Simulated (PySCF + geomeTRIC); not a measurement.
Species: C6H15Ga, SMILES `C[CH2][Ga]([CH2]C)[CH2]C` (charge 0, multiplicity 1).

Problem. Give a relaxed geometry from PBE0-D3(BJ)/def2-SVP in PySCF + geomeTRIC.

Solution. One answer among several that fit: the end point of this relaxation, one of several conformers (outside a Z-matrix the atoms follow the SMILES, hydrogens last).
Cartesian coordinates (Å) in one orientation:
```xyz
22

C      2.678    -1.203     0.373
C      1.927     0.124     0.407
Ga    -0.017     0.036     0.017
C     -0.868    -1.709    -0.393
C     -2.363    -1.673    -0.691
C     -1.110     1.692     0.041
C     -0.362     2.986     0.344
H      2.274    -1.921     1.104
H      2.608    -1.688    -0.614
H      3.752    -1.086     0.598
H      2.370     0.844    -0.306
H      2.040     0.614     1.392
H     -0.310    -2.154    -1.238
H     -0.654    -2.383     0.458
H     -2.592    -1.036    -1.561
H     -2.776    -2.673    -0.908
H     -2.940    -1.265     0.155
H     -1.926     1.532     0.769
H     -1.627     1.757    -0.935
H     -1.024     3.868     0.346
H      0.131     2.952     1.329
H      0.432     3.182    -0.395
```
